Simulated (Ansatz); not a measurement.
One change: `[F][Hf]([SeH])([SeH])[SeH]` becomes `[F][Zr]([SeH])([SeH])[SeH]`.

Ansatz, PBE0-D4/def2-TZVP geometries, multiplicity 1. Each molecule was computed in one conformer, which needn't be the lowest.

Elements past krypton have def2 core potentials. Outer-core shells of Hf, Se, Zr are correlated without core-valence functions. Scalar relativity is left out up to krypton. Spin–orbit coupling is left out.

```tsv
property	`[F][Hf]([SeH])([SeH])[SeH]`
HOMO energy (B3LYP/def2-TZVPP) / eV	-7.13
HOMO energy (PBE/def2-TZVPP) / eV	-6.28
HOMO–LUMO gap (B3LYP/def2-TZVPP) / eV	4.96
vertical ionisation energy (CCSD(T)/def2-TZVPP) / eV	9.40
LUMO energy (PBE0/def2-TZVPP) / eV	-1.98
HOMO energy (PBE0/def2-TZVPP) / eV	-7.38
```

(1) Give the same properties after the change, and the shifts. (Estimate.)

Answers

(1) Computed: 
```csv
property,`[F][Zr]([SeH])([SeH])[SeH]`,shift
HOMO energy (B3LYP/def2-TZVPP) / eV,-7.16,-0.03
HOMO energy (PBE/def2-TZVPP) / eV,-6.31,-0.03
HOMO–LUMO gap (B3LYP/def2-TZVPP) / eV,4.59,-0.37
vertical ionisation energy (CCSD(T)/def2-TZVPP) / eV,9.33,-0.07
LUMO energy (PBE0/def2-TZVPP) / eV,-2.40,-0.42
HOMO energy (PBE0/def2-TZVPP) / eV,-7.40,-0.02
```

B3LYP here is the variant with VWN-RPA as its local correlation; programs differ in this.
